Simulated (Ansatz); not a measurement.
The same ligand exchange along the group B, Al, In.

Computed with Ansatz on PBE0-D4/def2-TZVP structures; ΔE is electronic, products minus reactants. CCSD(T)/CBS is the MP2 limit (def2-TZVPP, def2-QZVPP) plus CCSD(T) − MP2 in def2-TZVPP, frozen cores. This one scheme is used for every species. Functionals use def2-TZVPP. def2 core potentials past Kr. For In outer-core shells are correlated without core-valence functions, which leaves a few kJ/mol of doubt a bond. Each species was taken in one conformer, which may not be the lowest.

```
                                                         reaction  ωB97X-V (kcal/mol)  CCSD(T)/CBS(def2) (kcal/mol)
                    `OB(Cl)O[SiH3]` + H₂S → `[SiH3]OB(S)Cl` + H₂O                16.8                          15.2
`[OH][Al]([Cl])[O][SiH3]` + H₂S → `[SiH3][O][Al]([SH])[Cl]` + H₂O                 5.4                           4.4
`[OH][In]([Cl])[O][SiH3]` + H₂S → `[SiH3][O][In]([SH])[Cl]` + H₂O               -16.1                         -17.1
```

Largest T1 diagnostic: 0.015, for `[OH][In]([Cl])[O][SiH3]`.
